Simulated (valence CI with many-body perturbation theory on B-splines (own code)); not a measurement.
## Nb20+: E2, M1 decay

Method: configuration interaction combined with many-body perturbation theory (CI+MBPT): three valence electrons over a frozen Dirac-Fock core [Ar], radial functions for each j: 9 s, 9 p, 10 d, 8 f, 5 g, 3 h, 1 i, with the one-electron correlation potential Σ1 (screened to all orders), the two-electron term Σ2, the three-electron term Σ3, Breit, model QED; selected single and double excitations, second order for the rest (own B-spline code, finite nucleus).

No measured levels were compared; by estimate terms of the open shell hold to 2 to 4 % of their energy, and close levels can change places. Core correlation moves these levels by up to 6100 cm⁻¹, and in measured spectra 5 to 20 % of such shifts remained as error; rates that hang on mixing are uncertain with them. Only levels of the ground parity were solved; by the run's estimate the other parity begins above the list, which can be wrong where configurations are misplaced.

Lines 1 to 50 of 69 in falling wavelength, among levels below 233170 cm⁻¹, chosen from the decays that carry over 1 % of a level's rate. Wavelengths and rates use the calculated energies, so an error of 2000 cm⁻¹ moves a line at 3237 Å by 6.5 % and its rate by three times that or more. Electric multipoles are in the length gauge, E1 and E2 with the static RPA response of the core. S is in atomic units (e²a₀⁴ for E2 and M2, e²a₀⁶ for E3), for M1 in squared Bohr magnetons. Weak lines are less certain than strong ones. Lines between different terms over intervals too small for the method are left out, as are lines whose strength nearly cancels. The highest levels of a list are the least certain.

Names give the largest LS component (configuration and term), which can be under half, so a name can repeat, a term be missing and a line seem to break the LS rules; names also repeat where a configuration has a term twice. Letters in brackets count levels of one name in rising energy.

```csv
λ vac (Å),Upper,Lower,Type,A (s⁻¹),S (a.u.)
18150,3d³ ⁴P_1/2,3d³ ⁴P_3/2,M1,5.11e+00,2.27e+00
8501,3d³ ⁴F_9/2,3d³ ⁴F_7/2,M1,3.87e+01,8.81e+00
7221,3d³ ⁴F_7/2,3d³ ⁴F_5/2,M1,1.06e+02,1.18e+01
6923,3d³ ⁴F_5/2,3d³ ⁴F_3/2,M1,1.21e+02,8.94e+00
4656,3d³ ²D_5/2 [a],3d³ ²D_3/2 [a],M1,8.62e+01,1.94e+00
3893,3d³ ⁴P_5/2,3d³ ⁴P_3/2,M1,1.77e+02,2.33e+00
3453,3d³ ²H_11/2,3d³ ²H_9/2,M1,1.52e+02,2.79e+00
3237,3d³ ²D_3/2 [a],3d³ ⁴P_1/2,M1,1.29e+02,6.50e-01
3227,3d³ ²P_3/2,3d³ ²P_1/2,M1,2.15e+02,1.07e+00
3106,3d³ ²D_5/2 [a],3d³ ⁴P_5/2,M1,6.14e+01,4.09e-01
2806,3d³ ²F_5/2,3d³ ²D_5/2 [a],M1,6.04e+00,2.97e-02
2747,3d³ ²D_3/2 [a],3d³ ⁴P_3/2,M1,5.60e+02,1.72e+00
2741,3d³ ²G_9/2,3d³ ²H_9/2,M1,4.36e+02,3.33e+00
2681,3d³ ²P_1/2,3d³ ⁴P_1/2,M1,6.82e+02,9.74e-01
2675,3d³ ²P_3/2,3d³ ²D_3/2 [a],M1,4.77e+02,1.35e+00
2602,3d³ ²H_9/2,3d³ ⁴F_9/2,M1,3.59e+02,2.34e+00
2497,3d³ ²G_9/2,3d³ ²G_7/2,M1,4.28e+02,2.47e+00
2411,3d³ ⁴P_3/2,3d³ ⁴F_5/2,M1,8.83e+01,1.83e-01
2145,3d³ ²G_7/2,3d³ ⁴F_7/2,M1,2.57e+02,7.52e-01
2079,3d³ ²P_3/2,3d³ ⁴P_5/2,M1,4.29e+02,5.72e-01
1992,3d³ ²H_9/2,3d³ ⁴F_7/2,M1,2.66e+02,7.79e-01
1875,3d³ ⁴P_5/2,3d³ ⁴F_7/2,M1,3.33e+01,4.88e-02
1788,3d³ ⁴P_3/2,3d³ ⁴F_3/2,M1,2.59e+02,2.20e-01
1728,3d³ ²D_5/2 [a],3d³ ⁴P_3/2,M1,5.39e+01,6.18e-02
1654,3d³ ²G_7/2,3d³ ⁴F_5/2,M1,5.06e+02,6.79e-01
1628,3d³ ⁴P_1/2,3d³ ⁴F_3/2,M1,3.79e+01,1.21e-02
1628,3d³ ⁴P_1/2,3d³ ⁴F_3/2,E2,4.85e-01,9.90e-03
1489,3d³ ⁴P_5/2,3d³ ⁴F_5/2,M1,2.90e+01,2.13e-02
1484,3d³ ²H_11/2,3d³ ⁴F_9/2,M1,7.95e+01,1.16e-01
1474,3d³ ²F_5/2,3d³ ⁴P_5/2,M1,1.13e+02,8.07e-02
1442,3d³ ²F_7/2,3d³ ²H_9/2,M1,1.67e+01,1.49e-02
1372,3d³ ²F_7/2,3d³ ²G_7/2,M1,2.36e+02,1.81e-01
1363,3d³ ²D_5/2 [b],3d³ ²F_5/2,M1,7.23e+02,4.07e-01
1355,3d³ ²P_3/2,3d³ ⁴P_3/2,M1,3.95e+01,1.46e-02
1342,3d³ ²F_5/2,3d³ ²G_7/2,M1,1.43e+02,7.69e-02
1338,3d³ ²D_3/2 [b],3d³ ²F_5/2,M1,4.84e+02,1.72e-01
1335,3d³ ²G_9/2,3d³ ⁴F_9/2,M1,1.17e+02,1.03e-01
1333,3d³ ²D_5/2 [b],3d³ ²F_7/2,M1,4.34e+02,2.29e-01
1284,3d³ ²D_3/2 [a],3d³ ⁴F_5/2,M1,7.61e+02,2.39e-01
1169,3d³ ²D_5/2 [a],3d³ ⁴F_7/2,M1,8.28e+02,2.94e-01
1154,3d³ ²G_9/2,3d³ ⁴F_7/2,M1,1.44e+02,8.21e-02
1083,3d³ ²D_3/2 [a],3d³ ⁴F_3/2,M1,3.92e+02,7.38e-02
1074,3d³ ²D_5/2 [b],3d³ ²P_3/2,M1,9.63e+01,2.65e-02
1069,3d³ ²F_5/2,3d³ ⁴P_3/2,M1,5.83e+01,1.59e-02
1058,3d³ ²D_3/2 [b],3d³ ²P_3/2,M1,5.43e+01,9.54e-03
1013,3d³ ²P_1/2,3d³ ⁴F_3/2,M1,2.68e+01,2.06e-03
1006,3d³ ²D_5/2 [a],3d³ ⁴F_5/2,M1,1.41e+02,3.19e-02
927.8,3d³ ²F_7/2,3d³ ⁴F_9/2,M1,3.24e+02,7.69e-02
917.2,3d³ ²D_5/2 [b],3d³ ²D_5/2 [a],M1,9.64e+01,1.65e-02
905.8,3d³ ²D_3/2 [b],3d³ ²D_5/2 [a],M1,7.53e+02,8.30e-02
```
